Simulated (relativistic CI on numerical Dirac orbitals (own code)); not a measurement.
**Electric-dipole transitions in Yb LXIX**

These numbers are calculated, not measured: Dirac-Coulomb-Breit CI, KLI orbitals optimised for each configuration, model QED, unscaled Slater integrals (own radial code, finite nucleus).

Configuration list: 1s2, 1s 2s, 1s 2p, 1s 3s, 1s 3p, 1s 3d, 1s 4s, 1s 4p, 1s 4d, 1s 4f, 1s 5s, 1s 5p, 1s 5d, 1s 5f, 1s 5g, 1s 6s, 1s 6p, 1s 6d, 2s2. Levels of other configurations are missing.

```csv
λ vac (Å),Lower,Upper,A (s⁻¹),log gf,S velocity/length
0.2310,1s2 1S_0 [1],1s 2p 1P°_1 [7],1.83e+16,-0.36,1.00
1.1962,1s 2p 3P°_1 [3],1s 3d 3D_2 [13],1.36e+15,0.16,1.00
1.3410,1s 2p 3P°_2 [6],1s 3d 3D_3 [16],1.45e+15,0.44,1.00
1.3475,1s 2p 1P°_1 [7],1s 3d 1D_2 [17],1.30e+15,0.25,1.00
3.4453,1s 3p 3P°_1 [9],1s 4d 3D_2 [23],1.29e+14,0.06,1.00
3.7812,1s 3p 3P°_2 [12],1s 4d 3D_3 [26],1.58e+14,0.38,1.00
3.7920,1s 3d 3D_2 [13],1s 4f 3F°_3 [27],3.01e+14,0.66,1.00
3.7953,1s 3d 3D_1 [14],1s 4f 3F°_2 [28],2.71e+14,0.47,1.00
3.7960,1s 3p 1P°_1 [15],1s 4d 1D_2 [29],1.43e+14,0.19,1.00
3.8927,1s 3d 3D_3 [16],1s 4f 3F°_4 [30],3.12e+14,0.80,1.00
3.8953,1s 3d 1D_2 [17],1s 4f 1F°_3 [31],2.97e+14,0.67,1.00
8.1545,1s 4p 3P°_2 [22],1s 5d 3D_3 [40],3.28e+13,0.36,1.00
8.1756,1s 4d 3D_2 [23],1s 5f 3F°_3 [41],5.53e+13,0.59,1.00
8.1816,1s 4d 3D_1 [24],1s 5f 3F°_2 [42],4.98e+13,0.40,1.00
8.3623,1s 4d 3D_3 [26],1s 5f 3F°_4 [44],5.86e+13,0.74,1.00
8.3636,1s 4f 3F°_3 [27],1s 5g 3G_4 [45],9.43e+13,0.95,1.00
8.3663,1s 4f 3F°_2 [28],1s 5g 3G_3 [46],8.98e+13,0.82,1.00
8.3675,1s 4d 1D_2 [29],1s 5f 1F°_3 [47],5.58e+13,0.61,1.00
8.4506,1s 4f 3F°_4 [30],1s 5g 3G_5 [48],9.64e+13,1.05,1.00
8.4526,1s 4f 1F°_3 [31],1s 5g 1G_4 [49],9.37e+13,0.96,1.00
```

Terms are leading LS components. Brackets give the number of a level in order of energy, since labels repeat. The list gives strong lines, with weight on those to low levels, among the lowest 59 of 60 levels, so that lines to higher ones, which can be the strongest, are missing. Levels whose partners in the same complex of configurations lie outside the list can be far off, and so can their lines. Rates are taken at the computed energies, electric ones in the length gauge. A velocity-to-length ratio far from 1 marks an uncertain rate.

At this charge energies of transitions that change n are usually good to better than 1 %, and those within a shell (Δn = 0) to a few per cent.

From the table, what is the radiative lifetime of 1s 2p 1P°_1?

The listed rates from this level add up to about 1.83e+16 s⁻¹, 100 % of its decay; with all channels τ = 5.47e-17 s.

LS names give the leading component of a level, which can be under half, so a name can repeat, a term be missing and a line seem to break the LS rules.
